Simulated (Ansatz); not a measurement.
Reaction (ligand exchange at the Si–N bond): `BO[SiH2]N` + H₂S → `BO[SiH2]S` + NH₃

Program: Ansatz. Geometries: PBE0-D4/def2-TZVP. ΔE: electronic, gas phase. CCSD(T)/CBS adds triple-zeta CCSD(T) − MP2 to the extrapolated MP2 energy (def2 sets, frozen cores). This one scheme is used for every species. DFT in def2-TZVPP. One conformer a species, not always the lowest.

`BO[SiH2]N`:

Z-matrix (Å, degrees):
```
Si
O 1 1.666
N 1 1.699 2 114.2
H 1 1.483 2 107.5 3 -120.2
H 1 1.479 2 105.2 3 118.4
B 2 1.344 1 132.0 3 114.0
H 3 1.006 1 121.7 2 -78.6
H 3 1.006 1 121.7 2 74.7
H 6 1.205 2 120.2 1 0.3
H 6 1.200 2 118.3 1 -179.6
```

H₂S:

```xyz
3

S    -0.556    0.198   -0.189
H     0.381   -0.594   -0.730
H     0.174    0.396    0.919
```

`BO[SiH2]S`:

```xyz
9

B    -0.641    1.625    0.618
O     0.323    0.772    0.213
Si    0.359   -0.881    0.143
S    -0.065   -1.602   -1.808
H    -1.675    1.197    1.061
H    -0.428    2.800    0.528
H     1.721   -1.271    0.562
H    -0.695   -1.456    1.011
H     1.101   -1.184   -2.328
```

NH₃:

```xyz
4

N    -0.036    0.066    0.272
H     0.274   -0.891    0.156
H    -0.894    0.166   -0.257
H     0.656    0.658   -0.170
```

CCSD(T)/CBS gives +1.7 kJ/mol.

Another level gave -1.9 kJ/mol. Which?
A. revPBE-D4/def2-TZVPP
B. LDA (SPW92)/def2-TZVPP
C. CAM-B3LYP-D4/def2-TZVPP
D. PBE0/def2-TZVPP

D. PBE0 -1.9, CAM-B3LYP-D4 9.2, revPBE-D4 -6.7, LDA (SPW92) 3.7 kJ/mol.

What do rigid-rotor, harmonic-oscillator terms from PBE0-D4/def2-TZVP frequencies (298.15 K, 1 bar) make of the CCSD(T)/CBS value? (Best estimate.)

The calculation gave: ΔZPE = +7.3 kJ/mol, ΔH = +9.2 kJ/mol, ΔS = -2 J/(mol·K), ΔG = +9.8 kJ/mol. Modes under 50 cm⁻¹ make the entropy rough.

Largest T1 diagnostic among the species: 0.013.

At CCSD(T), def2-SVP lies +5.7 kJ/mol from the extrapolated value and def2-TZVPP +2.2 kJ/mol. From BLYP to BHLYP (50 % exact exchange), in def2-TZVPP and without D4, ΔE moves by +4.8 kJ/mol.
